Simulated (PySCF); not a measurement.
MgI2, SMILES [Mg]([I])[I]. Geometry optimised at B3LYP-D3(BJ)/def2-TZVP. The def2 effective core potentials stand for the cores of I; spin–orbit coupling is left out.

Task: Give the equilibrium geometry at B3LYP-D3(BJ)/def2-TZVP (PySCF confirms it by a frequency run) as a Z-matrix, and its point group. (Estimate from the structure and the level; the computed values follow.)

Result: point group D∞h.
```
Mg
I 1 2.5363
I 1 2.5363 2 180.00
```
Charge 0, spin multiplicity 1.
